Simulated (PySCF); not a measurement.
Computed, not measured: PySCF 2.14.0, delta-SCF UKS SCAN, pcX-2 on the ionised atom, pcseg-1 elsewhere, spin-free X2C. Geometries: PBE0-D3(BJ)/def2-SVP; isolated species, one conformer each. Values against the vacuum level. Spin–orbit and ligand-field terms were added within each 2p shell after the spin-free SCF.

Problem. Rank by computed C 1s binding energy, lowest first.
A. C2 in `[Cl:1][CH:2]([Cl:3])[C:4]([Cl:5])([Cl:6])[Cl:7]`
B. C4 in `[CH:1]#[C:2][C@@H:3]1[CH:4]=[CH:5][CH2:6][Si@H:7]1[O:8][SiH3:9]`
C. Carbon in `O=C(Cl)C(=O)Cl`
D. C1 in `[CH:1]#[C:2][C@@H:3]1[CH:4]=[CH:5][CH2:6][Si@@H:7]1[O:8][SiH3:9]`

Solution. D (289.81 eV), B (290.32 eV), A (294.71 eV), C (296.12 eV).

From the lowest up, the atoms are bonded to: C (triple bond) and H (289.81); C (double bond), C and H (290.32); 2 Cl, C and H (294.71); O (double bond), Cl and C (296.12).

Problem. Rank by computed Si 1s binding energy, lowest first.
A. Si9 in `[CH:1]#[C:2][C@@H:3]1[CH:4]=[CH:5][CH2:6][Si@H:7]1[O:8][SiH3:9]`
B. Si7 in `[CH:1]#[C:2][C@@H:3]1[CH:4]=[CH:5][CH2:6][Si@@H:7]1[O:8][SiH3:9]`
C. Silicon in `N[BH2-]O[SiH3]`

Solution. C (1841.72 eV), B (1846.99 eV), A (1847.44 eV).

The highest is bonded to O and 3 H, the lowest to O and 3 H in a species of charge -1; the range is 5.72 eV.

Problem. Rank by computed Si 2p3/2 binding energy, lowest first.
A. Si7 in `[CH:1]#[C:2][C@@H:3]1[CH:4]=[CH:5][CH2:6][Si@@H:7]1[O:8][SiH3:9]`
B. Silicon in `N[BH2-]O[SiH3]`
C. Si9 in `[CH:1]#[C:2][C@@H:3]1[CH:4]=[CH:5][CH2:6][Si@H:7]1[O:8][SiH3:9]`

Solution. B (101.68 eV), A (107.06 eV), C (107.52 eV).

The highest is bonded to O and 3 H, the lowest to O and 3 H in a species of charge -1; the range is 5.84 eV.

The basis sets have no added diffuse functions, a weakness for anions.
